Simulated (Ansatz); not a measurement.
`[SiH3][SnH]([Cl])[I]` + `FC(F)(F)S` → `FC(F)(F)S[SiH3]` + `[Cl][SnH2][I]` at 600 K and 1 bar (cleavage of the Si–Sn bond).

Computed with Ansatz on PBE0-D4/def2-TZVP structures; ΔE is electronic, products minus reactants. CCSD(T)/CBS adds triple-zeta CCSD(T) − MP2 to the extrapolated MP2 energy (def2 sets, frozen cores). def2 core potentials past Kr. For I, Sn outer-core shells are correlated without core-valence functions, which leaves a few kJ/mol of doubt a bond. Each species was taken in one conformer, which may not be the lowest.

```
               species  CCSD(T)/CBS energy (Eh)  H − E (kJ/mol)  S (J/(mol·K))
`[SiH3][SnH]([Cl])[I]`              -1262.81979           151.0          497.8
           `FC(F)(F)S`               -735.79424           105.8          369.7
     `FC(F)(F)S[SiH3]`              -1026.09494           171.3          464.3
       `[Cl][SnH2][I]`               -972.52417            82.3          397.8
```

H − E and S are ideal-gas, rigid-rotor, harmonic terms from PBE0-D4/def2-TZVP, for one conformer and one mirror image of each species. 1 Eh = 2625.50 kJ/mol, R = 8.31446 J/(mol·K).

By hand: ΔE, ΔH, ΔS and ΔG.

ΔE = (-1026.09494) + (-972.52417) − (-1262.81979) − (-735.79424) = -0.00508 Eh = -13.3 kJ/mol. Δ(H − E) = 171.3 + 82.3 − 151.0 − 105.8 = -3.2, so ΔH = -16.5 kJ/mol. ΔS = 464.3 + 397.8 − 497.8 − 369.7 = -5.4 J/(mol·K). ΔG = -16.5 − 600 × (-5.4)/1000 = -13.3 kJ/mol.

By hand: the equilibrium constant, and the temperature at which ΔG would vanish if ΔH and ΔS stayed fixed.

log₁₀ K = −ΔG/(RT ln 10) = 1.2. ΔG = 0 at ΔH/ΔS = 3056 K, far beyond where these terms or the molecules hold.

The number of gas molecules stays the same, so ΔS is small and ΔH decides. A doubt of 5 kJ/mol in ΔE shifts log₁₀ K by 0.4 here. Other conformers and mirror images would add mixing entropy, several J/(mol·K) or more a flexible species. Modes under 60 cm⁻¹, often nearly free rotors, make the harmonic entropy too high. These are equilibria of isolated gas molecules and say nothing of rates. Largest T1 diagnostic: 0.012 (customary marks: 0.02 for closed shells, 0.045 for open ones).
